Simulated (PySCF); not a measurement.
C₃H₄FNSi, SMILES [Si@@H]1(C=CC=N1)F.

Coordinates come from a ωB97X-D3(BJ)/def2-SVP optimisation. The structure was generated by enumeration; whether it is a known compound was not checked.

Computed with TDA-ωB97X/def2-SVPD (PySCF).

Vertical excitations. The molecule is in vacuum.

```
state  energy (eV)  λ (nm)      f                                                                 main pairs
-----  -----------  ------  -----  -------------------------------------------------------------------------
S1            3.81     325  0.001                                                             HOMO→LUMO 93 %
S2            5.27     235  0.069                                                           HOMO−1→LUMO 92 %
S3            5.92     210  0.011                                                           HOMO−2→LUMO 88 %
S4            7.33     169  0.007      HOMO→LUMO+2 27 %, HOMO→LUMO+3 27 %, HOMO−5→LUMO 11 %, HOMO−3→LUMO 8 %
S5            7.44     167  0.023       HOMO−3→LUMO 49 %, HOMO−4→LUMO 16 %, HOMO→LUMO+2 9 %, HOMO→LUMO+3 9 %
S6            7.84     158  0.021    HOMO−5→LUMO 39 %, HOMO−4→LUMO 17 %, HOMO−3→LUMO 16 %, HOMO−1→LUMO+2 8 %
S7            7.97     156  0.031                                         HOMO→LUMO+1 60 %, HOMO→LUMO+2 14 %
S8            8.06     154  0.004  HOMO−5→LUMO 31 %, HOMO−4→LUMO 27 %, HOMO−1→LUMO+2 18 %, HOMO−1→LUMO+3 6 %
S9            8.15     152  0.026                                                         HOMO−1→LUMO+1 81 %
S10           8.64     144  0.042     HOMO−1→LUMO+2 35 %, HOMO→LUMO+6 12 %, HOMO−4→LUMO 9 %, HOMO→LUMO+2 8 %
T1            3.16     393      0                                           HOMO−1→LUMO 76 %, HOMO→LUMO 17 %
T2            3.32     373      0                                           HOMO→LUMO 75 %, HOMO−1→LUMO 17 %
T3            5.17     240      0    HOMO−2→LUMO 34 %, HOMO−4→LUMO 20 %, HOMO−3→LUMO 15 %, HOMO−1→LUMO+3 7 %
T4            5.43     228      0                                         HOMO−2→LUMO 54 %, HOMO−3→LUMO 27 %
```
Triplets are in the Tamm–Dancoff approximation.
